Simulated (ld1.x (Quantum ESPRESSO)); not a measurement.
**Varying the PAW potential for Yb (Z = 70)**

Base potential:

ld1.x (Quantum ESPRESSO) 7.5 input, shortened:

```
&input
   title='Yb', zed=70., rel=1, dft='PW91', iswitch=3,
   config='[Xe] 4f14 5d0 6s0 6p0'
 /
 &inputp
   pseudotype=3, lpaw=.true., tm=.true., lloc=-1, rcloc=2.45,
   nlcc=.true., rcore=1.00,
   which_augfun='BESSEL', rmatch_augfun=0.80
 /
8
5S  1  0   2.00   0.00  1.55  1.75  0.0
6S  2  0   0.00   0.00  1.55  1.75  0.0
5P  2  1   6.00   0.00  2.25  2.90  0.0
6P  3  1   0.00   0.00  2.25  2.90  0.0
5D  3  2   0.00   0.00  1.65  1.90  0.0
5D  3  2   0.00  -0.65  1.65  1.90  0.0
4F  4  3  14.00   0.00  0.95  1.20  0.0
4F  4  3   0.00   0.15  0.95  1.20  0.0
 &test
   configts(1)='4f14 5s2 5p6 5d0 6s0 6p0'
 /
```

Cutoffs, loose and tight: the cutoffs (Ry, on a coarse ladder) from which the occupation-weighted sum of valence levels, in a spherical-Bessel basis at the reference potential, stays within 10 and 1 mRy of its value at 400 Ry. They do not see the model core or the augmentation charge, which bear on the density cutoff. Test errors are all-electron minus pseudo excitation energies from the reference, over the configurations 4f14 5s2 5p6 5d0 6s2 6p0; 4f14 5s2 5p6 5d0 6s1 6p0; 4f13 5s2 5p6 5d0 6s0 6p0; 4f14 5s2 5p5 5d0 6s2 6p0; 4f13 5s2 5p6 5d1 6s2 6p0; 4f14 5s1 5p6 5d0 6s2 6p0; 4f14 5s2 5p6 5d1 6s1 6p0. A dash means not determined; rows that change the core or the reference have their own tests. The largest error is taken over the tests solved by every variant that gives reliable tests at all: 4f13 5s2 5p6 5d0 6s0 6p0; 4f14 5s2 5p5 5d0 6s2 6p0; 4f14 5s2 5p6 5d0 6s1 6p0; 4f14 5s2 5p6 5d0 6s2 6p0.

```tsv
change	outcome	cutoff, loose	cutoff, tight	bound ghosts	largest test error (meV)
base	generated	140 Ry	230 Ry	none	-164
wave 4f channel at 0.15 Ry: rcut 0.95, rcutus 1.20 bohr becomes 4f channel at -1.16 Ry: rcut 0.95, rcutus 1.20 bohr	generated	140 Ry	230 Ry	none	-196
wave 4f channel at 0.15 Ry: rcut 0.95, rcutus 1.20 bohr becomes 4f channel at -1.13 Ry: rcut 0.95, rcutus 1.20 bohr	generated	140 Ry	230 Ry	none	-195
wave 4f channel at 0.15 Ry: rcut 0.95, rcutus 1.20 bohr becomes 4f channel at -0.99 Ry: rcut 0.95, rcutus 1.20 bohr	generated	140 Ry	230 Ry	none	-192
wave 4f channel at 0.15 Ry: rcut 0.95, rcutus 1.20 bohr becomes 4f channel at -0.81 Ry: rcut 0.95, rcutus 1.20 bohr	generated	140 Ry	230 Ry	none	-188
wave 4f channel at 0.15 Ry: rcut 0.95, rcutus 1.20 bohr becomes 4f channel at -0.6 Ry: rcut 0.95, rcutus 1.20 bohr	generated	140 Ry	230 Ry	none	-182
wave 4f channel at 0.15 Ry: rcut 0.95, rcutus 1.20 bohr becomes 4f channel at -0.07 Ry: rcut 0.95, rcutus 1.20 bohr	generated	140 Ry	230 Ry	none	-169
wave 4f channel at 0.15 Ry: rcut 0.95, rcutus 1.20 bohr becomes 4f channel at 0.37 Ry: rcut 0.95, rcutus 1.20 bohr	generated	140 Ry	230 Ry	none	-159
wave 4f channel at 0.15 Ry: rcut 0.95, rcutus 1.20 bohr becomes 4f channel at 3.14 Ry: rcut 0.95, rcutus 1.20 bohr	generated	140 Ry	230 Ry	none	+127
wave 4f channel at 0.15 Ry: rcut 0.95, rcutus 1.20 bohr becomes 4f channel at 4.51 Ry: rcut 0.95, rcutus 1.20 bohr	generated	140 Ry	230 Ry	none	+125
```

What comes out with this change to the base: wave 4f channel at 0.15 Ry: rcut 0.95, rcutus 1.20 bohr becomes 4f channel at 1.04 Ry: rcut 0.95, rcutus 1.20 bohr?

outcome: generated; cutoff, loose: 140 Ry; cutoff, tight: 230 Ry; bound ghosts: none; largest test error (meV): -140.
